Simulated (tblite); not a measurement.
Species: C₃H₁₁NO₂Si₂.
Atom-mapped SMILES: `[CH2:1]=[CH:2][CH2:3][SiH2:4][O:5][Si@@H:6]([NH2:7])[OH:8]` (hydrogens: H9, H10 on C1; H11 on C2; H12, H13 on C3; H14, H15 on Si4; H16 on Si6; H17, H18 on N7; H19 on O8)

Structure optimised with GFN2-xTB, isolated species.

(1) Give the optimised bond lengths and angles.

Answers

(1) 
```
          bond  length (Å)   order
         C1=C2       1.321  double
         C2–C3       1.488  single
        C3–Si4       1.912  single
        Si4–O5       1.614  single
        O5–Si6       1.627  single
        Si6–N7       1.722  single
        Si6–O8       1.621  single
         C1–H9       1.079  single
        C1–H10       1.077  single
        C2–H11       1.082  single
        C3–H12       1.092  single
        C3–H13       1.090  single
       Si4–H14       1.464  single
       Si4–H15       1.463  single
       Si6–H16       1.453  single
N7–H17, N7–H18       1.006  single
        O8–H19       0.954  single
```

Bonds in one row agree within 0.01 Å and their mean is given. Orders are formal, as drawn. A selection of angles:
```
      angle  degrees
   C2–C1–H9    121.6
  C2–C1–H10    122.1
  H9–C1–H10    116.2
   C1–C2–C3    124.7
  C1–C2–H11    120.1
  C3–C2–H11    115.2
  C2–C3–Si4    110.9
  C2–C3–H12    109.4
  C2–C3–H13    110.1
 Si4–C3–H12    108.9
 Si4–C3–H13    110.0
 H12–C3–H13    107.5
  C3–Si4–O5    110.7
 C3–Si4–H14    110.6
 C3–Si4–H15    110.4
 O5–Si4–H14    104.2
 O5–Si4–H15    107.3
H14–Si4–H15    113.4
 Si4–O5–Si6    154.2
  O5–Si6–N7    102.7
  O5–Si6–O8    113.8
 O5–Si6–H16    108.7
  N7–Si6–O8    109.5
 N7–Si6–H16    120.6
 O8–Si6–H16    102.0
 Si6–N7–H17    117.8
 H17–N7–H18    110.0
 Si6–O8–H19    120.6
 H18–N7–Si6    117.9
```

Torsions: C1–C2–C3–Si4 -108° (anticlinal); C2–C3–Si4–O5 -60° (synclinal); C3–Si4–O5–Si6 34° (synclinal); Si4–O5–Si6–N7 -163° (antiperiplanar); H19–O8–Si6–O5 -65° (synclinal).

The 2 C–C bonds span 1.321 Å (C1=C2, drawn double) to 1.488 Å (C2–C3, drawn single), a spread of 0.167 Å. O5 (siloxane oxygen) is bent (angle 154.2°). Si6 (oxygen-bound silicon) is distorted tetrahedral (angles from 102.0° to 120.6°). Si4 (oxygen-bound silicon) is distorted tetrahedral (angles from 104.2° to 113.4°). O8 (silanol oxygen) is bent (angle 120.6°). N7 (silicon-bound nitrogen) is pyramidal (angles 117.9°, 117.8° and 110.0°, sum 345.7°, 0.26 Å off the plane of its three neighbours). Of the pairs four or more bonds apart, O8···H11 is among the closest relative to their van der Waals radii: 2.64 Å, 97 % of the sum of Bondi's values.

Point group: C1 (no symmetry element, even within 0.4 Å). Its lowest GFN2-xTB frequency is 12 cm⁻¹, too small to tell a flat minimum from a shallow saddle. The numbers are those of one conformer (C1–C2–C3–Si4 -108°, C2–C3–Si4–O5 -60°, C3–Si4–O5–Si6 34°, Si4–O5–Si6–N7 -163°, O5–Si6–N7–H -44° and 180°). 3 starts were optimised and ended at 0.00, 1.36 and 3.00 kcal/mol (GFN2-xTB); the lowest of these is shown.

All values are computed, not measured.
